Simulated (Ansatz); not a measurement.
Geometry optimisation, Ansatz 0.2.0, RKS r2SCAN-D4/def2-SVP.

input.yaml

```yaml
crystal:
  periodic: [false, false, false]
  atoms:
    - { symbol: Sn, position_ang: [0.0, 0.0, 0.0] }
    - { symbol: O, position_ang: [0.0, 0.0, 2.31] }
    - { symbol: H, position_ang: [-0.9095, -0.2814, 2.6471] }
    - { symbol: H, position_ang: [1.6408, 0.0, -0.5794] }
    - { symbol: H, position_ang: [-0.8195, 1.4198, -0.5794] }
    - { symbol: H, position_ang: [-0.8195, -1.4198, -0.5794] }
    - { symbol: Cl, position_ang: [1.4144, -2.1479, 0.8545] }
    - { symbol: H, position_ang: [0.7344, -1.1152, 2.0705] }
basis:
  gaussian: { orbitals: def2-SVP }
hamiltonian:
  xc: r2scan
  dispersion: d4
relax:
  f_tol: 0.15
  max_steps: 25
  restrain:
    - { distance: [0, 6], at: 2.41, k: 30.0 }
    - { distance: [7, 1], at: 1.01, k: 30.0 }
    - { distance: [0, 1], at: 3.16, k: 30.0 }
    - { distance: [7, 6], at: 2.57, k: 30.0 }
```

Run as:

```bash
$ ansatz run input.yaml --threads 2 --pin off --max-ram 3072MiB --backend cpu --events-out ev --progress --plain --runs-dir out
```

**Question.** Where does it end, and by what steps?

**Answer.** It converged. The restraints hold the end off the free minimum. After 21 steps the energy has fallen by 1.905 eV (the restraints' own energy left out); H5 moved furthest, 1.50 Å. Parted: Sn1–O2 (2.31 → 3.16 Å). Joined: O2–H8 (1.36 → 0.99 Å).

```csv
step,energy less start (eV),largest force component (eV/Å),accepted
0,0.0000,2.039,yes
1,0.0455,2.370,yes
2,-0.0540,1.306,yes
3,-0.2829,1.209,yes
4,-0.7348,1.107,yes
5,-1.1664,1.226,yes
6,-1.4435,1.013,yes
7,-1.6030,0.942,yes
8,-1.6556,0.554,yes
9,-1.6760,0.526,yes
10,-1.6794,1.131,yes
11,-1.6652,1.624,no
12,-1.7142,0.953,yes
13,-1.7439,0.922,yes
14,-1.7916,0.824,yes
15,-1.8413,0.675,yes
16,-1.8843,0.598,yes
17,-1.8754,1.342,no
18,-1.8909,0.635,yes
19,-1.9008,0.635,yes
20,-1.8926,0.834,no
21,-1.9045,0.628,yes
```

```xyz
8
Properties=species:S:1:pos:R:3
Sn 0.429 -0.248 -0.443
O -0.635 -0.164 2.529
H -1.242 -0.905 2.686
H 1.239 -0.345 -1.953
H 0.458 1.329 0.192
H -1.089 -1.023 -0.506
Cl 1.834 -1.612 0.953
H 0.247 -0.575 2.685
```

The run took 65 s on 2 threads of Arm Neoverse V1 (shared host), peak memory 0.14 GiB.
